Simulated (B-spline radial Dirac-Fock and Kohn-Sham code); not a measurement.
ΔSCF core binding energies without Breit or QED terms, calculated with a B-spline atomic structure program.

A sound run for neutral cerium, configuration [Xe] 4f1 5d1 6s2: The ground state converged in 12 iterations, with total energy -8861.07477 Ha, virial ratio 1.93218 and highest orbital energy -4.97 eV. ΔSCF binding energies: K (1s) 40606.6 eV, L3 (2p3/2) 5745.1 eV, M5 (3d5/2) 894.5 eV.

A second run, with one unsound setting: The ground state converged in 13 iterations, with total energy -13211.91222 Ha, virial ratio 1.16383 and highest orbital energy -0.85 eV. ΔSCF binding energies: K (1s) 18472.7 eV, L3 (2p3/2) 5037.2 eV, M5 (3d5/2) 530.3 eV.

```
iter   energy (Ha)        error
   1    -7854.42461134  2.97e+01
   2   -12775.72846441  1.06e+01
   3   -13204.56567200  3.21e+00
   4   -13210.73957754  1.54e+00
   5   -13211.81941924  1.01e-01
   6   -13211.90528297  2.79e-02
   7   -13211.91104249  9.51e-03
   8   -13211.91190174  4.83e-03
   9   -13211.91221457  1.99e-04
  13   -13211.91221598  1.17e-07
```

Q: Which fault fits the second run best?
A. box too small
B. speed of light below Z
C. tolerance below the noise
D. too few iterations

A: B. The input had c_factor = 0.1411: c_factor makes c so small that Zα exceeds 1, so any numbers that come out have no meaning.
